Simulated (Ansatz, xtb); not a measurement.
**Ranking isomers of C8H6O**

8 gas-phase structures of C8H6O, from a drawn sample of its isomers (lower ones may exist). Each was relaxed with GFN2-xTB; where two conformers were screened, the lower at r2SCAN-D4/def2-SVP is listed:

A. `C#CC1=CCC(C=O)=C1`, a singlet
B. `C#CC1=CC(C=O)=CC1`, a singlet
C. `C#CC1=C[C@@H](C=O)C=C1`, a singlet
D. `C#C[C@@H]1C=CC=C1C=O`, a singlet
E. `C#CC1=CCC=C1C=O`, a singlet
F. `C#CC1=CC=C(C=O)C1`, a singlet
G. `C#CC1=C(C=O)CC=C1`, a singlet
H. `C#CC1=CC=C[C@@H]1C=O`, a singlet

Make a reasoned guess at their ranking by r2SCAN-D4/def2-SVP single-point energy.

Calculated order at r2SCAN-D4/def2-SVP: F (0.000), G (0.086), A (0.132), B (0.171), E (0.331), H (0.433), C (0.532), D (0.556) eV. Less than 1 kcal/mol parts A and B; C and D, so the order within those pairs means little.

Energies above the lowest of each column, in eV; the last columns are at PBE0-D3(BJ)/def2-SVP geometries and were run for some of them only (a dash: not run or not comparable):

```tsv
structure	GFN2-xTB	HF/STO-3G	r2SCAN-D4/def2-SVP	PBE0-D3(BJ)/def2-SVP	CCSD(T)/def2-SVP + ΔMP2/def2-TZVPP
F	0.000	0.017	0.000	0.000	0.000
G	0.044	0.026	0.086	0.069	0.041
A	0.112	0.024	0.132	0.101	0.057
B	0.170	0.000	0.171	0.131	0.080
E	0.217	0.037	0.331	0.262	0.205
H	0.349	0.264	0.433	0.384	0.258
C	0.431	0.284	0.532	–	–
D	0.401	0.349	0.556	–	–
```

CCSD(T)/def2-SVP + ΔMP2/def2-TZVPP puts F lowest of those it was run on, with G within 1 kcal/mol; HF/STO-3G picks B. Flexible structures stand in one conformer each, not always the lowest. Frequencies (GFN2-xTB) were run for A, B, E, F, G, H alone. ΔMP2 is the change of the MP2 energy from the smaller to the larger basis.

Over these structures GFN2-xTB departs from r2SCAN-D4/def2-SVP by 0.049 eV on average once a common shift is removed. A GFN2-xTB relaxation took about 0.11 s and the r2SCAN-D4/def2-SVP energy about 5 s on a shared host (Ansatz 0.2.0, xtb 6.7.1).
